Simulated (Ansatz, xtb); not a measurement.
C2H3MgSi: 10 structures ranked

10 gas-phase structures of C2H3MgSi, found in a search over its isomers (lower ones may exist). Each was relaxed with GFN2-xTB; where two conformers were screened, the lower at r2SCAN-D4/def2-SVP is listed:

A. `C#[C][Mg][SiH2]`, a doublet
B. `[MgH][Si]1C=C1`, a doublet
C. a doublet given by its coordinates
D. `[MgH][C]#C[SiH2]`, a doublet
E. `[CH]1=C[SiH][Mg]1`, a doublet
F. a doublet given by its coordinates
G. `[Mg][C]#C[SiH3]`, a doublet
H. `C=[C]1[Mg][SiH]1`, a doublet
I. `C1[C@@H]2[Mg][Si]12`, a doublet
J. `C[C]1=[Si][Mg]1`, a doublet

C (Å):

```
atom    x (Å)    y (Å)    z (Å)
   C   1.5318  -0.0188  -0.2560
   C   1.7432   1.1521  -0.0512
  Mg  -0.3079  -0.4947   1.7300
  Si   0.9172  -1.7980  -0.2320
   H   2.0342   2.1685   0.0052
   H   0.5808  -1.9896  -1.6770
   H   2.2194  -2.5294  -0.1199
```

Close contacts (Å): C1–C2 1.21, C1–Mg3 2.75, C1–Si4 1.88, Mg3–Si4 2.65, C2–H5 1.06, Si4–H6 1.50, Si4–H7 1.50.

F (Å):

```json
{"atom": "C", "x (Å)": "1.8116", "y (Å)": "-0.1099", "z (Å)": "0.3318"}
{"atom": "C", "x (Å)": "1.6785", "y (Å)": "-0.8715", "z (Å)": "-0.7683"}
{"atom": "Mg", "x (Å)": "-1.2323", "y (Å)": "-0.6841", "z (Å)": "0.1615"}
{"atom": "Si", "x (Å)": "0.4734", "y (Å)": "0.4720", "z (Å)": "1.5013"}
{"atom": "H", "x (Å)": "2.8291", "y (Å)": "0.2017", "z (Å)": "0.5628"}
{"atom": "H", "x (Å)": "0.6910", "y (Å)": "-1.2380", "z (Å)": "-1.0840"}
{"atom": "H", "x (Å)": "2.5119", "y (Å)": "-1.1646", "z (Å)": "-1.3923"}
```

Close contacts (Å): C1–C2 1.34, C1–Si4 1.87, Mg3–Si4 2.46, C1–H5 1.09, C2–H6 1.10, C2–H7 1.08, Mg3–H6 2.36.

**Question.** Make a reasoned guess at their ranking by r2SCAN-D4/def2-SVP single-point energy.

**Answer.** Calculated order at r2SCAN-D4/def2-SVP: G (0.0), J (8.8), C (9.7), F (12.9), E (17.4), D (19.3), A (21.2), B (25.3), I (25.6), H (26.3) kcal/mol. Less than 1 kcal/mol parts J and C; B and I; I and H, so the order within those pairs means little.

Energies above the lowest of each column, in kcal/mol; the last columns are at B3LYP-D3(BJ)/def2-SVP geometries and were run for some of them only (a dash: not run or not comparable):

```csv
structure,GFN2-xTB,HF/STO-3G,r2SCAN-D4/def2-SVP,B3LYP-D3(BJ)/def2-SVP,CCSD(T)/def2-SVP
G,11.2,0.0,0.0,0.0,0.0
J,20.7,38.0,8.8,4.2,2.7
C,16.8,28.2,9.7,7.4,9.5
F,0.0,27.3,12.9,8.8,–
E,12.3,33.6,17.4,–,–
D,19.6,1.6,19.3,–,–
A,23.3,6.2,21.2,–,–
B,19.7,45.5,25.3,–,–
I,21.0,44.0,25.6,–,–
H,21.2,46.1,26.3,–,–
```

CCSD(T)/def2-SVP puts G lowest of those it was run on; GFN2-xTB picks F. Some further structures that were screened fall inside this span and aren't listed. Frequencies (B3LYP-D3(BJ)/def2-SVP) were run for C, G, J alone. Open shells are spin-unrestricted, some with notable spin contamination.

Over these structures GFN2-xTB departs from r2SCAN-D4/def2-SVP by 6.6 kcal/mol on average once a common shift is removed. A GFN2-xTB relaxation took about 0.11 s and the r2SCAN-D4/def2-SVP energy about 5.6 s on a shared host (Ansatz 0.2.0, xtb 6.7.1).
